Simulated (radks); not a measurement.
Removal energies from the europium ion Eu7+, [Kr] 4d10 4f3 5s2 5p5, by Delta-SCF beside the eigenvalue of the level emptied. Calculated with a radial shooting solver on a logarithmic mesh with Libxc functionals: scalar-relativistic Kohn-Sham, LDA (Slater exchange, Perdew-Wang correlation), spin-polarised, spherical densities, finite nucleus; Fermi nuclear charge, rms radius of each element as measured or else 0.836 A^(1/3) + 0.57 fm. Open shells are filled with parallel spins first.

| removed from | final configuration | Delta-SCF (eV) | -eigenvalue (eV) |
|---|---|---|---|
| 5p | [Kr] 4d10 4f3 5s2 5p4 | 122.28 | 114.59 |
| 4f | [Kr] 4d10 4f2 5s2 5p5 | 131.50 | 118.48 |
| 5s | [Kr] 4d10 4f3 5s1 5p5 | 148.96 | 140.57 |
| 4d | [Kr] 4d9 4f3 5s2 5p5 | 266.06 | 252.30 |
